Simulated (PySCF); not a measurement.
Species: `C[Si@@H](P)[C@H]([SiH3])[SiH2]F`. The columns A, B, C and D hold Mulliken, IAO, Hirshfeld and ESP-fitted charges (e) of one PBE0/pcSseg-1 density (PySCF), in a shuffled order. Coordinates in Å (GFN2-xTB); the density's dipole moment is (-0.08, 0.53, 0.69) D.

```json
{"atom": "C1", "x": "1.583", "y": "-1.755", "z": "-0.745", "A": "-0.422", "B": "-0.611", "C": "-0.214", "D": "-0.709"}
{"atom": "Si2", "x": "0.932", "y": "-0.260", "z": "0.234", "A": "+0.507", "B": "+0.576", "C": "+0.313", "D": "+0.736"}
{"atom": "P3", "x": "2.390", "y": "1.419", "z": "-0.148", "A": "-0.408", "B": "-0.224", "C": "-0.028", "D": "-0.120"}
{"atom": "C4", "x": "-0.786", "y": "0.327", "z": "-0.371", "A": "-0.543", "B": "-1.125", "C": "-0.283", "D": "-0.948"}
{"atom": "Si5", "x": "-1.321", "y": "1.992", "z": "0.387", "A": "+0.243", "B": "+0.472", "C": "+0.305", "D": "+0.592"}
{"atom": "Si6", "x": "-2.126", "y": "-0.989", "z": "-0.152", "A": "+0.665", "B": "+0.951", "C": "+0.415", "D": "+1.079"}
{"atom": "F7", "x": "-1.639", "y": "-2.357", "z": "-0.863", "A": "-0.319", "B": "-0.439", "C": "-0.200", "D": "-0.543"}
{"atom": "H8", "x": "2.507", "y": "-2.134", "z": "-0.317", "A": "+0.107", "B": "+0.142", "C": "+0.043", "D": "+0.158"}
{"atom": "H9", "x": "1.790", "y": "-1.480", "z": "-1.776", "A": "+0.126", "B": "+0.145", "C": "+0.042", "D": "+0.156"}
{"atom": "H10", "x": "0.863", "y": "-2.565", "z": "-0.756", "A": "+0.109", "B": "+0.163", "C": "+0.039", "D": "+0.171"}
{"atom": "H11", "x": "0.845", "y": "-0.612", "z": "1.667", "A": "-0.131", "B": "-0.017", "C": "-0.083", "D": "-0.126"}
{"atom": "H12", "x": "3.495", "y": "0.700", "z": "0.267", "A": "+0.128", "B": "+0.060", "C": "-0.009", "D": "-0.002"}
{"atom": "H13", "x": "2.235", "y": "2.005", "z": "1.094", "A": "+0.109", "B": "+0.062", "C": "-0.011", "D": "-0.002"}
{"atom": "H14", "x": "-0.683", "y": "0.505", "z": "-1.446", "A": "+0.205", "B": "+0.212", "C": "+0.045", "D": "+0.175"}
{"atom": "H15", "x": "-2.579", "y": "2.420", "z": "-0.232", "A": "-0.065", "B": "-0.062", "C": "-0.075", "D": "-0.111"}
{"atom": "H16", "x": "-0.293", "y": "3.006", "z": "0.148", "A": "-0.027", "B": "-0.049", "C": "-0.072", "D": "-0.106"}
{"atom": "H17", "x": "-1.534", "y": "1.827", "z": "1.828", "A": "-0.059", "B": "-0.056", "C": "-0.075", "D": "-0.117"}
{"atom": "H18", "x": "-3.361", "y": "-0.664", "z": "-0.852", "A": "-0.121", "B": "-0.099", "C": "-0.076", "D": "-0.140"}
{"atom": "H19", "x": "-2.325", "y": "-1.376", "z": "1.236", "A": "-0.106", "B": "-0.101", "C": "-0.075", "D": "-0.145"}
```

Question: Which column most likely holds the ESP-fitted charges?

Answer: A. Σ q r misses the density's dipole by 0.04 D (A), 0.71 D (C), 2.99 D (D), 3.02 D (B). Charges fitted to the outside potential are the only set here that is tied to the molecule's multipoles.

Question: And the Hirshfeld charges?

Answer: C. The mean sizes are 0.126 e (C), 0.232 e (A), 0.293 e (B), 0.323 e (D), and Hirshfeld charges are commonly the smallest of these schemes.

As computed, A = ESP-fitted, B = Mulliken, C = Hirshfeld, D = IAO. Hydrogens on carbon: ESP-fitted +0.11 to +0.20, Mulliken +0.14 to +0.21, Hirshfeld +0.04 to +0.05, IAO +0.16 to +0.17 e.

The Hirshfeld scheme divides the density at each point in proportion to the densities of the neutral, spherically averaged free atoms. The Mulliken scheme gives each basis function's population to the atom it is centred on and halves the overlap population of two atoms between them.

Geometry: GFN2-xTB, one conformer, isolated molecule.

The values belong to the conformer `[CH3:1][Si@@H:2]([PH2:3])[C@H:4]([SiH3:5])[SiH2:6][F:7]`: C1–Si2–C4–Si5 -170°, Si2–C4–Si6–F7 -54°, H–P3–Si2–C1 -55°, H–P3–Si2–C1 -148°.
